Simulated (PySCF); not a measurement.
A structure optimised at PBE0-D3(BJ)/def2-TZVPD, used in a PySCF frequency run:

```
Cu
F 1 1.7645
```

Write its SMILES, formula and point group.

[F][Cu], CuF, C∞v

What are its rotational constants (standard atomic weights)?

11.099 GHz (linear rotor, B only)
